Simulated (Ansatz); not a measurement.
Z-matrix (Å, degrees):
```
C
Si 1 1.875
B 1 1.552 2 100.7
H 1 1.094 2 105.9 3 119.1
H 1 1.091 2 109.4 3 -121.7
S 2 2.155 1 108.6 3 19.5
H 2 1.486 1 112.5 3 141.5
H 2 1.483 1 111.1 3 -94.5
H 3 1.197 1 121.0 2 -101.1
H 3 1.197 1 120.4 2 80.6
Si 6 2.140 2 97.8 1 73.0
H 11 1.485 6 109.7 2 -22.2
H 11 1.484 6 110.2 2 97.7
H 11 1.482 6 108.1 2 -142.4
```

Total charge 0; spin multiplicity 1.

Task: List the PBE0/def2-TZVPP orbital energies in eV (Ansatz). (Estimate.)

Result: The calculation gave: Occupied: -2422.32, -1803.39, -1803.26, -277.80, -217.70, -184.57, -161.49, -161.45, -161.37, -145.65, -145.55, -100.35, -100.29, -100.28, -100.24, -100.19, -100.18, -20.78, -19.72, -15.27, -14.30, -13.71, -12.41, -10.83, -10.59, -10.38, -10.28, -9.48, -9.22, -8.97, -8.81, -7.47. Lowest empty: -1.11, -0.10, 0.32, 0.54, 0.62, 1.17, 1.41, 1.74.
